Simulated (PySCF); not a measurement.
FeO2, SMILES [O]=[Fe]=[O] (connectivity only; charge and spin as stated), neutral, multiplicity 5. Atoms are numbered in the order given.

```xyz
3

Fe     0.0000     0.0000     0.3098
O      0.0000    -1.3674    -0.5034
O      0.0000     1.3674    -0.5034
```
Charge 0, spin multiplicity 5.

Coordinates come from a PBE0-D3(BJ)/def2-TZVP optimisation. The multiplicity is an assumed one; other spin states were not compared.

Calculation: PBE/def2-TZVPD (PySCF).

Mulliken values depend strongly on the basis, most of all with diffuse functions as here. ESP charges are fitted to the potential on shells at 1.4 to 2.0 van der Waals radii. Atomic charges (e):

| atom | Mulliken | ESP fit | meta-Löwdin | Mulliken spin |
|---|---|---|---|---|
| Fe1 | 1.23 | 0.79 | 1.21 | 3.02 |
| O2 | -0.62 | -0.39 | -0.61 | 0.49 |
| O3 | -0.62 | -0.39 | -0.61 | 0.49 |
